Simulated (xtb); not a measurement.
C$_{4}$H$_{5}$ (SMILES C=C1[CH]C1), doublet, at a GFN2-xTB geometry. Base run: GFN2-xTB (xtb).

xtb was given this input:
```
$ xtb mol.xyz --gfn 2 --uhf 1 --json

# file mol.xyz
9

C     -0.00487805    -0.07714410     0.26394931
C      0.19855614    -0.71836459    -0.91636831
C     -0.06383047     0.73604089    -0.99191477
C     -0.10307189    -0.06938417     1.60220965
H      0.40079764    -1.59828163    -1.47223199
H      0.74883323     1.41662743    -1.23105220
H     -1.02322444     1.09027825    -1.35918325
H      0.02216024    -0.97349051     2.17299880
H     -0.30922107     0.83797828     2.14221335
```

Each row names what was changed in the base input (with any setting that the change needs).

```json
[
 {"change": "base", "ΔE vs base (mEh)": "0.000", "dipole (D)": "0.27", "G_solv (kcal/mol)": "-", "SCF cycles": "10"},
 {"change": "alpb = dmf", "ΔE vs base (mEh)": "-6.026", "dipole (D)": "0.28", "G_solv (kcal/mol)": "-3.81", "SCF cycles": "11"},
 {"change": "etemp = 1000", "ΔE vs base (mEh)": "0.000", "dipole (D)": "0.27", "G_solv (kcal/mol)": "-", "SCF cycles": "10"},
 {"change": "acc = 1000", "ΔE vs base (mEh)": "0.001", "dipole (D)": "0.26", "G_solv (kcal/mol)": "-", "SCF cycles": "7"},
 {"change": "gbsa = methanol", "ΔE vs base (mEh)": "-4.129", "dipole (D)": "0.29", "G_solv (kcal/mol)": "-2.61", "SCF cycles": "11"},
 {"change": "etemp = 5000", "ΔE vs base (mEh)": "-3.041", "dipole (D)": "0.27", "G_solv (kcal/mol)": "-", "SCF cycles": "11"}
]
```

ALPB and GBSA are two models with their own fitted parameters for each solvent, which aren't always the measured dielectric constant.
